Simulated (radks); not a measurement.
Question: Species: the xenon ion Xe19+. Configuration: [Ar] 3d10 4s2 4p5 (the NIST ground configuration). Method: scalar-relativistic Kohn-Sham, PBEsol, spin-polarised, spherical densities, finite nucleus; open shells are filled with parallel spins first (spin-orbit coupling, left out, can overturn this in heavy ions); Fermi nuclear charge, rms radius 4.7859 fm; computed with a radial shooting solver on a logarithmic mesh with Libxc functionals. Some entries of the table are withheld. Estimate them.

| orbital | occ. | eigenvalue (Ry) | <r^2> (bohr^2) |
|---|---|---|---|
| 1s up | 1 | -2563.167 | 0.0009645 |
| 1s down | 1 | -2563.132 | 0.0009645 |
| 2s up | 1 | -431.0263 | 0.01548 |
| 2s down | 1 | -431.0052 | 0.01548 |
| 2p up | 3 | -390.8265 | 0.01226 |
| 2p down | 3 | -390.7944 | 0.01226 |
| 3s up | 1 | -116.6394 | 0.1056 |
| 3s down | 1 | -116.6050 | 0.1056 |
| 3p up | 3 | -103.6447 | (1) |
| 3p down | 3 | -103.6058 | (2) |
| 3d up | 5 | -84.57610 | (3) |
| 3d down | 5 | -84.53806 | (4) |
| 4s up | 1 | -46.77890 | 0.4841 |
| 4s down | 1 | -46.60292 | 0.4843 |
| 4p up | 3 | (5) | 0.5209 |
| 4p down | 2 | (6) | 0.5215 |

Answer: 
(1) 3p up <r^2> (bohr^2): 0.1052
(2) 3p down <r^2> (bohr^2): 0.1052
(3) 3d up <r^2> (bohr^2): 0.09011
(4) 3d down <r^2> (bohr^2): 0.09004
(5) 4p up eigenvalue (Ry): -42.21174
(6) 4p down eigenvalue (Ry): -42.03758
